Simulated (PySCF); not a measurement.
## Radial density of V⁺ (vanadium, charge +1)

LDA, [Ar] 3d4, high-spin 5D determinant. Calculation: PySCF 2.14, in cc-pVDZ; the non-relativistic Hamiltonian (point nucleus).

```tsv
r (bohr)	4πr²ρ (e/bohr)	4πr²(ρα − ρβ)
0.00118	0.1360	0.0000
0.00199	0.3706	0.0000
0.00335	0.9854	0.0000
0.00563	2.510	0.0000
0.00947	5.955	0.0000
0.0159	12.54	0.0000
0.0268	21.66	0.0000
0.0450	27.28	0.0002
0.0758	23.11	0.0016
0.127	21.88	0.0166
0.214	29.63	0.1292
0.361	16.92	0.6684
0.607	9.631	1.8980
1.02	10.68	2.5013
1.72	2.996	1.4496
2.89	0.4070	0.3638
4.85	0.03358	0.0336
8.17	0.0007113	0.0007
```
